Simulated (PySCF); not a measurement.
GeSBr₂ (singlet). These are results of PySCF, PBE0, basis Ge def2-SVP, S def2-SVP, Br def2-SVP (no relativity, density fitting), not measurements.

Harmonic bands of its minimum:

| ω (cm⁻¹) | IR (km/mol) |
| --- | --- |
| 104 | 0.9 |
| 127 | 5.0 |
| 127 | 3.8 |
| 278 | 12.8 |
| 331 | 70.4 |
| 586 | 56.8 |

The central atom is Ge. Infer the point group and assign the bands.

C2v. The modes span 3a1 + 2b2 + b1: 104 a1, 127 b2, 127 b1, 278 a1, 331 b2, 586 a1. The computed geometry has Ge–Br 2.280 Å (×2), Ge–S 2.016 Å; Br–Ge–Br 106.0°, Br–Ge–S 127.0° (×2).

Other isomers or separated fragments may lie lower.
